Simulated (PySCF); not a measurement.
**input.py for KSe⁻**

Input:

```python
from pyscf import gto, scf, mp

mol = gto.M(
    atom='K 0 0 0; Se 0 0 2.939',
    basis='6-31g*',
    charge=-1,
    spin=0,
    symmetry=True,
    verbose=4,
)
mf = scf.RHF(mol)
mf.kernel()
mp.MP2(mf, frozen=14).kernel()
mf.dip_moment()
print('orbital energies (hartree):', mf.mo_energy[..., max(0, mol.nelec[1]-3):mol.nelec[0]+3].round(4))
```

```bash
$ python input.py
```

The log:

```
PySCF version 2.14.0

[INPUT] verbose = 4
[INPUT] num. atoms = 2
[INPUT] num. electrons = 54
[INPUT] charge = -1
[INPUT] spin (= nelec alpha-beta = 2S) = 0
[INPUT] symmetry True subgroup None
[INPUT] Mole.unit = angstrom
[INPUT] Symbol           X                Y                Z      unit          X                Y                Z       unit  Magmom
[INPUT]  1 K      0.000000000000   0.000000000000   0.000000000000 AA    0.000000000000   0.000000000000   0.000000000000 Bohr   0.0
[INPUT]  2 Se     0.000000000000   0.000000000000   2.939000000000 AA    0.000000000000   0.000000000000   5.553905080097 Bohr   0.0

nuclear repulsion = 116.314555377448
point group symmetry = Coov
symmetry origin: [0.        0.        3.5628825]
symmetry axis x: [1. 0. 0.]
symmetry axis y: [0. 1. 0.]
symmetry axis z: [0. 0. 1.]
num. orbitals of irrep A1 = 22
num. orbitals of irrep E1x = 12
num. orbitals of irrep E1y = 12
num. orbitals of irrep E2x = 4
num. orbitals of irrep E2y = 4
number of shells = 22
number of NR pGTOs = 170
number of NR cGTOs = 54
basis = 6-31g*
ecp = {}

******** <class 'pyscf.scf.hf_symm.SymAdaptedRHF'> ********
method = SymAdaptedRHF
initial guess = minao
damping factor = 0
level_shift factor = 0
DIIS = <class 'pyscf.scf.diis.CDIIS'>
diis_start_cycle = 1
diis_space = 8
diis_damp = 0
SCF conv_tol = 1e-09
SCF conv_tol_grad = None
SCF max_cycles = 50
direct_scf = True
direct_scf_tol = 1e-13
Freeze 0 electrons in irreps []
    54 free electrons in irreps A1 E1x E1y E2x E2y
Set gradient conv threshold to 3.16228e-05
Initial guess from minao.
init E= -2997.50588139154
HOMO (E1y) = -0.291096925977792  LUMO (A1) = -0.0446894910476825  gap/eV = 6.70509
cycle= 1 E= -2998.5315494166  delta_E= -1.03  |g|= 0.478  |ddm|= 1.17
HOMO (E1y) = 0.105594269415498  LUMO (A1) = 0.113802093320897  gap/eV = 0.22335
cycle= 2 E= -2997.16938368524  delta_E= 1.36  |g|=  1.5  |ddm|= 4.36
HOMO (A1) = -0.0312422062369357  LUMO (A1) = 0.0741436079168869  gap/eV = 2.86769
cycle= 3 E= -2998.65655657772  delta_E= -1.49  |g|= 0.103  |ddm|= 3.96
HOMO (E1y) = -0.0244782279637823  LUMO (A1) = 0.0857228904730283  gap/eV = 2.99873
cycle= 4 E= -2998.66408202843  delta_E= -0.00753  |g|= 0.0328  |ddm|= 0.281
HOMO (E1y) = -0.0375792050474191  LUMO (A1) = 0.0889660842567981  gap/eV = 3.44347
cycle= 5 E= -2998.6644297244  delta_E= -0.000348  |g|= 0.00729  |ddm|= 0.0594
HOMO (E1y) = -0.040275189111548  LUMO (A1) = 0.0907244552972513  gap/eV = 3.56468
cycle= 6 E= -2998.66453044163  delta_E= -0.000101  |g|= 0.00472  |ddm|= 0.0403
HOMO (E1y) = -0.0417989882404308  LUMO (A1) = 0.0913701333478203  gap/eV = 3.62372
cycle= 7 E= -2998.66458485686  delta_E= -5.44e-05  |g|= 0.00245  |ddm|= 0.0305
HOMO (E1y) = -0.0429026321030062  LUMO (A1) = 0.091678863414816  gap/eV = 3.66215
cycle= 8 E= -2998.66461442703  delta_E= -2.96e-05  |g|= 0.00127  |ddm|= 0.0278
HOMO (A1) = -0.0433337080642096  LUMO (A1) = 0.09198027581954  gap/eV = 3.68208
cycle= 9 E= -2998.6646272546  delta_E= -1.28e-05  |g|= 0.000548  |ddm|= 0.0254
HOMO (A1) = -0.0431459391878164  LUMO (A1) = 0.092096877148685  gap/eV = 3.68014
cycle= 10 E= -2998.66462904212  delta_E= -1.79e-06  |g|= 0.000234  |ddm|= 0.0101
HOMO (A1) = -0.0431385328689098  LUMO (A1) = 0.0921180987475996  gap/eV = 3.68052
cycle= 11 E= -2998.66462922577  delta_E= -1.84e-07  |g|= 4.79e-05  |ddm|= 0.00328
HOMO (A1) = -0.043128519538481  LUMO (A1) = 0.0921200226891816  gap/eV = 3.68030
cycle= 12 E= -2998.66462922838  delta_E= -2.61e-09  |g|= 1.08e-05  |ddm|= 0.000421
HOMO (A1) = -0.043122293402261  LUMO (A1) = 0.0921213544477473  gap/eV = 3.68017
cycle= 13 E= -2998.66462922866  delta_E= -2.86e-10  |g|= 2.36e-06  |ddm|= 0.000183
HOMO (A1) = -0.0431218560976339  LUMO (A1) = 0.092121297756691  gap/eV = 3.68015
Extra cycle  E= -2998.66462922867  delta_E= -3.64e-12  |g|= 1.31e-06  |ddm|= 1.47e-05
converged SCF energy = -2998.66462922867

******** <class 'pyscf.mp.mp2.RMP2'> ********
nocc = 13, nmo = 40
frozen orbitals 14
E(RMP2) = -2998.95650409477  E_corr = -0.291874866105158
E(SCS-RMP2) = -2998.9330262287  E_corr = -0.268397000037037
E_corr(same-spin) = -0.0944455837951764
E_corr(oppo-spin) = -0.197429282309981

WARN: System has nonzero charge -1; the dipole moment is origin-dependent.
Location of origin: [0. 0. 0.]

Dipole moment(X, Y, Z, Debye):  0.00000,  0.00000, -18.43891
orbital energies (hartree): [-0.0445 -0.0445 -0.0431  0.0921  0.1307  0.1307]
```

In short: E(SCF) = -2998.664629 Eh, 13 cycles, E(MP2) − E(SCF) = -0.29187 Eh.

Wall time 1.6 s on one thread of a shared host.

The basis has no diffuse functions, which an anion needs. Stability towards an unrestricted solution was not tested. The bond length is a typed value, not an optimised one. The dipole of an ion depends on the origin.
